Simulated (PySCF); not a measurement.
Ionisation energy of In by level of theory

In [Kr] 4d10 5s2 5p1 (2P) → In⁺ [Kr] 4d10 5s2 (1S), as a difference of total energies. Calculation: PySCF 2.14, in x2c-TZVPPall with one added diffuse shell each of s, p, d, f type (9s7p5d3f, 76 functions); scalar relativity by spin-free X2C-1e. Correlated levels: valence: [Kr] 4d10 frozen. The calculations carry no spin-orbit coupling.

```tsv
method	ionisation energy (eV)
UHF	5.210
MP2 (valence)	5.388
SCS-MP2 (valence)	5.372
CCSD (valence)	5.441
CCSD(T) (valence)	5.461
```

How much does correlation contribute at CCSD(T) (valence)?

5.461 − (5.210) = 0.251 eV, measured against UHF.

Errors of the correlated levels include the incompleteness of this basis and the frozen core.

For comparison: 5.603 eV (measured; NIST levels, between the centres of gravity of the two terms).
